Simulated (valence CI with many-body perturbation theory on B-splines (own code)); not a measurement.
# Which ion has this spectrum?

A relativistic CI+MBPT calculation for an atom or ion with 5 electrons gives these levels (eV):

```
  J  Parity       E     g
1/2     odd   0.000  0.66
3/2     odd   1.203  1.33
1/2    even  21.948  2.67
3/2    even  22.380  1.73
5/2    even  22.994  1.60
3/2    even  39.293  0.80
5/2    even  39.306  1.20
1/2    even  50.038  1.93
1/2    even  52.958  0.74
3/2    even  53.609  1.33
3/2     odd  69.292  2.00
3/2     odd  78.369  0.80
5/2     odd  78.393  1.20
1/2     odd  88.016  0.66
```

The energies are calculated, with errors of perhaps 300 cm⁻¹, more in some levels.

Problem. Which is it?
A. S11+
B. Ar13+
C. P10+
D. Al8+

Solution. C. P10+, ground level 2s²2p ²P°_1/2.
